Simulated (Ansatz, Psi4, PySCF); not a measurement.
Molecule: C₄H₆S, charge 0, multiplicity 1. SMILES: C1=CCSC1
Geometry: optimised at B3LYP-D3(BJ)/def2-TZVP (Ansatz, a program for electronic structure).

Quantity: vertical triplet-singlet gap, E(triplet) - E(singlet), in eV. Terms: each state is the SCF solution reached for its charge and spin; non-relativistic; spin-orbit terms left out; six Cartesian d functions in 6-31G* and its kin unless marked 5d; dispersion terms only where a functional's name holds one; 6-311+G** with 5d, 6d on Na to Ar in Ansatz; frozen cores in correlated levels; open shells spin-unrestricted. First-principles rows: single points at B3LYP-D3(BJ) geometries (Ansatz). Levels can end on unlike triplets.

```
level               program  vertical triplet-singlet gap, E(triplet) - E(singlet) (eV)
------------------  -------  ----------------------------------------------------------
HF/6-31G*            Ansatz                                                        3.56
HF/6-311+G**         Ansatz                                                        3.55
PBE/6-31G*           Ansatz                                                        4.44
PBE/6-311+G**        Ansatz                                                        4.32
B3LYP/STO-3G         Ansatz                                                        4.94
B3LYP/3-21G          Ansatz                                                        4.61
B3LYP/6-31G*         Ansatz                                                        4.48
B3LYP/6-311+G**      Ansatz                                                        4.41
M06-2X/6-31G* (5d)    PySCF                                                        4.67
wB97X-D/6-31G*         Psi4                                                        4.52
MP2/6-31G*           Ansatz                                                        4.84
MP2/6-311+G**        Ansatz                                                        4.83
wB97X-V/def2-TZVPD   Ansatz                                                        4.54
```

No value to compare with is used here. The 12 habitual levels span 3.55 (HF/6-311+G**) to 4.94 eV (B3LYP/STO-3G); wB97X-V/def2-TZVPD gives 4.54.

The levels are drawn from those run, B3LYP/6-31G* more often than the rest, none by its result; left out are runs that failed, that the program found above a lower state of the same kind, or whose <S^2> lies over 0.5 above the pure value.
